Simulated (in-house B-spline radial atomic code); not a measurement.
The numbers below are computed, except where a source is named.
# Stopping of slow ions oscillates with Z: Al to Mn at r_s = 2.4

A nucleus sits in a uniform electron gas with a rigid positive background. The Kohn-Sham equations are solved self-consistently in the spin-unpolarised LDA (PW92), non-relativistic, on B-splines with outgoing waves at the boundary and partial waves to l = 8. The model has no lattice, no bands and no magnetic solution. Atomic units; δ_l are the phase shifts at the Fermi level, counted so that each bound state adds π, and good to about 0.0005.

The density parameter is r_s = 2.4 bohr, near that of the valence electrons of In (3 per atom, density 7.31 g/cm³, mass 114.82 u, which gives r_s = 2.41). The friction coefficient Q = n k_F σ_tr gives dE/dx = Q v for slow ions.

```csv
ion,δ0/π,δ1/π,δ2/π,δ3/π,σ_tr (bohr²),Q (a.u.)
Al,2.188,1.297,0.073,0.007,21.26,0.2936
Si,2.295,1.416,0.079,0.008,35.57,0.4912
P,2.389,1.534,0.088,0.009,45.61,0.6298
S,2.475,1.643,0.103,0.010,48.71,0.6727
Cl,2.558,1.741,0.128,0.010,48.19,0.6655
Ar,2.638,1.824,0.164,0.009,49.25,0.6801
K,2.710,1.889,0.215,0.006,56.22,0.7764
Ca,2.768,1.935,0.282,0.003,70.60,0.9750
Sc,2.810,1.964,0.360,-0.000,87.89,1.2137
Ti,2.843,1.982,0.446,-0.002,99.74,1.3773
V,2.870,1.995,0.534,-0.003,99.82,1.3784
Cr,2.894,2.007,0.622,-0.003,86.91,1.2002
Mn,2.918,2.018,0.710,-0.003,64.87,0.8959
```

(1) Where are the largest and smallest frictions, and what do the phase shifts say there?

(2) At equal speed, Lindhard and Scharff's formula, with silicon as an example target, scales as Z^(7/6)/(Z^(2/3) + 14^(2/3))^(3/2). How does its rise from the first ion to the last compare?

Results:

(1) Largest: V, Q = 1.3784; smallest: Al, Q = 0.2936, a ratio of 4.7. For the largest δ2/π = 0.53: the d resonance is about half filled and sits at the Fermi level, where it scatters most. For the smallest, which lies at the edge of the table, the differences δ_l − δ_(l+1), measured from the nearest multiple of π, are 0.11π, 0.22π, 0.07π; σ_tr grows with the sines of these.

(2) It rises smoothly by 0.7857/0.5222 = 1.50, while Q changes by 0.896/0.294 = 3.05. The statistical formula averages over shells, so it can't show the oscillation.
